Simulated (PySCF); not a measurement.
System: C$_{2}$H$_{3}$O, net charge 0, doublet state. It need not be the lowest isomer of its formula. SMILES: [C](O)=C
Geometry from a B3LYP-D3(BJ)/def2-TZVP (Ansatz) optimisation:
```
C
C 1 1.3139
O 1 1.3321 2 130.96
H 3 0.9660 1 110.30 2 142.04
H 2 1.0800 1 120.69 3 170.98
H 2 1.0880 5 118.39 1 -178.79
```
Charge 0, spin multiplicity 2.

Dispersion corrections to the total energy (kcal/mol) from the dftd3 and dftd4 libraries through PySCF: D3(BJ) without and D4 with the three-body term, each with the damping fitted for the functional named.

```
functional      D3(BJ)          D4
----------  ----------  ----------
r2SCAN           -0.41       -0.34
TPSSh            -1.77  (withheld)
B3LYP       (withheld)       -2.31
BHLYP       (withheld)       -1.54
revPBE           -4.33       -5.47
TPSS             -1.96       -1.95
HSE06            -0.92       -1.08
```

Fill in the missing entries.


- TPSSh, D4: -1.76
- B3LYP, D3(BJ): -2.72
- BHLYP, D3(BJ): -2.06
